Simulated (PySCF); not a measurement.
Compound: C₃H₁₀OSi.
SMILES with atom numbers: `[CH3:1][CH:2]([CH3:3])[O:4][SiH3:5]`

Geometry (PBE0-D3(BJ)/def2-SVP, Å), atoms numbered from 1 in this order:
```xyz
15
C3H10OSi angstrom
C     -1.0135    1.3751    0.2853
C     -0.3307    0.0289    0.4409
C     -1.3112   -1.1208    0.5711
O      0.4873   -0.2046   -0.6962
Si     2.1474   -0.2461   -0.6231
H     -1.6610    1.5941    1.1478
H     -1.6298    1.3780   -0.6269
H     -0.2687    2.1798    0.1973
H      0.2964    0.0581    1.3566
H     -0.7747   -2.0748    0.6797
H     -1.9662   -0.9866    1.4450
H     -1.9377   -1.1818   -0.3321
H      2.6189   -1.3219    0.3065
H      2.6310   -0.5178   -2.0036
H      2.7037    1.0563   -0.1345
```

A calculation gives these core lines: C 1s: 290.60 (area 2), 292.27 (area 1) eV; O 1s: 537.75 eV; Si 1s: 1847.21 eV; Si 2p3/2: 107.31 eV.

Level of theory: delta-SCF UKS SCAN, pcX-2 on the ionised atom, pcseg-1 elsewhere, spin-free X2C (PySCF). One conformer (not necessarily the lowest) at the PBE0-D3(BJ)/def2-SVP geometry, without solvent, vibrations or thermal averaging.

(1) Order the carbon atoms by C 1s binding energy.

Answers

(1) 290.60 eV: C1/C3 (methyl carbon); 292.27 eV: C2 (sp3 carbon bound to oxygen). Lowest listed C 1s: C1/C3, bonded to C and 3 H. Highest, 1.67 eV above it: C2, bonded to O, 2 C and H. Summing the Pauling electronegativity differences to the bonded atoms, each weighted by its formal bond order, gives -1.05 for the lowest site and +0.54 for the highest.

Bonded neighbours of each site: C1/C3: C and 3 H; C2: O, 2 C and H; O4: C and Si; Si5: O and 3 H.

Task: Which effective nuclear charge Zeff reproduces each element's mean 1s value in the hydrogen-like formula E = 13.606 eV × Zeff²?

Result: C (Z = 6): mean 291.2 eV, Zeff = 4.63, Z − Zeff = 1.37; O (Z = 8): mean 537.7 eV, Zeff = 6.29, Z − Zeff = 1.71; Si (Z = 14): mean 1847.2 eV, Zeff = 11.65, Z − Zeff = 2.35. Means run over the listed sites, weighted by atom count.

Topologically equivalent atoms share the value of their first member; where this conformer doesn't relate them by symmetry, their own values could differ. Spin–orbit coupling isn't in the SCF: each 2p doublet comes from a relaxed spin-free hole plus a matrix of the shell (mean-field spin–orbit coupling and the ground-state 2p splitting), with 2p3/2 averaged over its two sublevels. 2p1/2 minus 2p3/2 (ligand field included): Si 0.62 eV.
